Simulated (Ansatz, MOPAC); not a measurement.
Process, species as SMILES: O=BF [fluoro(oxo)borane] → F atom + [B]=O (the B-F bond breaks)

Wanted: bond dissociation energy (enthalpy at 298 K), in kcal/mol. Conventions: non-relativistic; spin-orbit terms left out; open shells spin-unrestricted; no dispersion term unless named; 6-31G* and kin with 6d, 5d where marked; frozen cores in correlated levels. CBS(X,Y): correlation extrapolated as X^-3; Hartree-Fock from the larger set. Ab initio and DFT rows: single points at B3LYP-D3(BJ) geometries (Ansatz, a quantum-chemistry and plane-wave program), with unscaled harmonic terms from B3LYP/6-31G* at its own minima. Semi-empirical rows: MOPAC heats of formation at their own minima for 298 K.

```
species  coefficient  E at PBE/6-31G* (Ansatz), Eh  E at wB97X-V/def2-TZVPD (Ansatz), Eh  H(298 K) - E, kcal/mol  heat of formation at PM6 (MOPAC), kcal/mol
-------  -----------  ----------------------------  ------------------------------------  ----------------------  ------------------------------------------
O=BF              -1                    -199.78605                            -200.02285                    8.34                                     -143.13
F atom            +1                     -99.61359                             -99.73522                    1.48                                       18.89
[B]=O             +1                     -99.90489                            -100.02731                    4.83                                      -10.47
```

Coupled cluster (Ansatz) is a level with limits of its own, used here on species with T1 under 0.025 (0.045 for open shells) and stable references: CCSD(T)/CBS(aug-cc-pVTZ,aug-cc-pVQZ). Value to compare with, CCSD(T)/CBS(aug-cc-pVTZ,aug-cc-pVQZ) (Ansatz): 160.9 kcal/mol. 1 Eh = 627.5095 kcal/mol.

**Question.** Compute it at each level from the table, and compare with CCSD(T)/CBS(aug-cc-pVTZ,aug-cc-pVQZ) (Ansatz).

**Answer.** 
- PBE/6-31G*: the sum of coefficient times E is 0.26757 Eh, or 167.90 kcal/mol; the thermal terms add -2.03. Result: 165.9 kcal/mol. Its difference against CCSD(T)/CBS(aug-cc-pVTZ,aug-cc-pVQZ) (Ansatz) is 5.0 kcal/mol.
- wB97X-V/def2-TZVPD: the sum of coefficient times E is 0.26032 Eh, or 163.35 kcal/mol; the thermal terms add -2.03. Result: 161.3 kcal/mol. Its difference against CCSD(T)/CBS(aug-cc-pVTZ,aug-cc-pVQZ) (Ansatz) is 0.4 kcal/mol.
- PM6: the sum of coefficient times heat of formation is 151.55 kcal/mol; it needs no thermal term. Its difference against CCSD(T)/CBS(aug-cc-pVTZ,aug-cc-pVQZ) (Ansatz) is -9.4 kcal/mol.
